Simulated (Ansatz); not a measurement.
Start from `[SiH3][SiH2]N[SiH2]Cl` and change one atom or group to get `BN[SiH2]Cl`.

Ansatz, PBE0-D4/def2-TZVP geometries, multiplicity 1. Each molecule was computed in one conformer, which needn't be the lowest.

| property | `[SiH3][SiH2]N[SiH2]Cl` |
| --- | --- |
| size of the dipole moment (ωB97M-V/def2-TZVPP) / D | 1.70 |
| HOMO energy (PBE0/def2-TZVPP) / eV | -8.03 |
| HOMO energy (PBE/def2-TZVPP) / eV | -6.69 |
| LUMO energy (PBE/def2-TZVPP) / eV | -1.34 |
| HOMO–LUMO gap (PBE/def2-TZVPP) / eV | 5.35 |
| ideal-gas entropy at 298 K and 1 bar (rigid rotor, harmonic PBE0-D4/def2-TZVP) / J/(mol·K) | 407 |

**Question.** Give the same properties after the change, and the shifts. (An estimate is asked.)

**Answer.** Ansatz gave: 
```csv
property,`BN[SiH2]Cl`,shift
size of the dipole moment (ωB97M-V/def2-TZVPP) / D,1.44,-0.26
HOMO energy (PBE0/def2-TZVPP) / eV,-8.92,-0.89
HOMO energy (PBE/def2-TZVPP) / eV,-7.56,-0.87
LUMO energy (PBE/def2-TZVPP) / eV,-1.48,-0.14
HOMO–LUMO gap (PBE/def2-TZVPP) / eV,6.08,0.73
"ideal-gas entropy at 298 K and 1 bar (rigid rotor, harmonic PBE0-D4/def2-TZVP) / J/(mol·K)",324,-83
```

The zero-point energy changes by -52.5 kJ/mol with -12 modes. Dipoles are sizes alone; their direction can turn. Modes under 60 cm⁻¹, often nearly free rotors, make the harmonic entropy too high.
